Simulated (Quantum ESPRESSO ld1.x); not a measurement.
Values are calculated unless marked as measured or tabulated.
Q: S II, configuration [Ne] 3s2 3p3. Level of theory: non-relativistic Kohn-Sham, LDA (Slater exchange, Perdew-Wang correlation), spin-polarised, spherical densities, point nucleus; open shells are filled with parallel spins first (ld1.x of Quantum ESPRESSO 7.5). Some entries of the table are withheld. Estimate them.

orbital  occ.  eigenvalue (hartree)  r(max) (bohr)
1s up       1              -88.2227        0.06390
1s down     1              -88.2041        0.06389
2s up       1              -8.12664         0.3911
2s down     1              -8.10574         0.3913
2p up       3              -6.18124         0.3258
2p down     3              -6.15531         0.3261
3s up       1              -1.05011          1.393
3s down     1              -0.93788          1.392
3p up       3              -0.65720          1.540
3p down     0              -0.55378          1.556
4s up       0                   (1)          4.061
4s down     0                   (2)          4.321
3d up       0              -0.16972          2.292
3d down     0              -0.11636          3.007

A: 
(1) 4s up eigenvalue (hartree): -0.19880
(2) 4s down eigenvalue (hartree): -0.17856
